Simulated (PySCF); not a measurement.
Species: CH4F3PSi.
Numbering: `[F:1][C:2]([F:3])([F:4])[SiH2:5][PH2:6]` (hydrogens: H7, H8 on Si5; H9, H10 on P6)

The same species was optimised twice, with GFN2-xTB and with PBE0-D3(BJ)/def2-SVP (PySCF), and the same property calculations (PySCF, gas phase) were run on both structures.

```tsv
coordinate	GFN2-xTB	PBE0-D3(BJ)/def2-SVP	change
Si5–P6 (Å)	2.224	2.258	+0.034
C2–Si5 (Å)	1.947	1.937	-0.010
C2–Si5–P6 (°)	102.7	106.4	+3.7
F1–C2–Si5–P6 (°)	85	61	-24
```

Rotational constants: A = 3861, B = 1362, C = 1250 MHz (GFN2-xTB) against A = 3926, B = 1314, C = 1218 MHz (PBE0-D3(BJ)/def2-SVP). End groups have turned between the structures, so F1, F3, F4 are left out of the comparison.

On the GFN2-xTB structure: F1s of F1 (eV) 693.60 [delta-SCF UKS SCAN, pcX-2 on the ionised atom, pcseg-1 elsewhere, spin-free X2C]; C1s of C2 (eV) 297.37 [delta-SCF UKS SCAN, pcX-2 on the ionised atom, pcseg-1 elsewhere, spin-free X2C]; Si1s of Si5 (eV) 1847.18 [delta-SCF UKS SCAN, pcX-2 on the ionised atom, pcseg-1 elsewhere, spin-free X2C]; Si2p of Si5 (eV) 107.70 [delta-SCF UKS SCAN, pcX-2 on the ionised atom, pcseg-1 elsewhere, spin-free X2C]; P1s of P6 (eV) 2150.40 [delta-SCF UKS SCAN, pcX-2 on the ionised atom, pcseg-1 elsewhere, spin-free X2C]; P2p of P6 (eV) 137.20 [delta-SCF UKS SCAN, pcX-2 on the ionised atom, pcseg-1 elsewhere, spin-free X2C].

Task: What do these properties become on the PBE0-D3(BJ)/def2-SVP structure?

Result: 
| property | level | on GFN2-xTB | on PBE0-D3(BJ)/def2-SVP | change |
| --- | --- | --- | --- | --- |
| F1s of F1 (eV) | delta-SCF UKS SCAN, pcX-2 on the ionised atom, pcseg-1 elsewhere, spin-free X2C | 693.60 | 693.79 | +0.19 |
| C1s of C2 (eV) | delta-SCF UKS SCAN, pcX-2 on the ionised atom, pcseg-1 elsewhere, spin-free X2C | 297.37 | 297.51 | +0.14 |
| Si1s of Si5 (eV) | delta-SCF UKS SCAN, pcX-2 on the ionised atom, pcseg-1 elsewhere, spin-free X2C | 1847.18 | 1847.19 | +0.01 |
| Si2p of Si5 (eV) | delta-SCF UKS SCAN, pcX-2 on the ionised atom, pcseg-1 elsewhere, spin-free X2C | 107.70 | 107.67 | -0.03 |
| P1s of P6 (eV) | delta-SCF UKS SCAN, pcX-2 on the ionised atom, pcseg-1 elsewhere, spin-free X2C | 2150.40 | 2150.43 | +0.03 |
| P2p of P6 (eV) | delta-SCF UKS SCAN, pcX-2 on the ionised atom, pcseg-1 elsewhere, spin-free X2C | 137.20 | 137.21 | +0.01 |

The heavy atoms differ by 0.222 Å rms after alignment. Among the bonds compared Si5–P6 changes most (+0.034 Å). Changes are differences of the printed values. Neither structure is proved a minimum here.

Shape of the structure used: `[F:1][C:2]([F:3])([F:4])[SiH2:5][PH2:6]`: F1–C2–Si5–P6 61°, H–P6–Si5–C2 -71°, H–P6–Si5–C2 -165°.
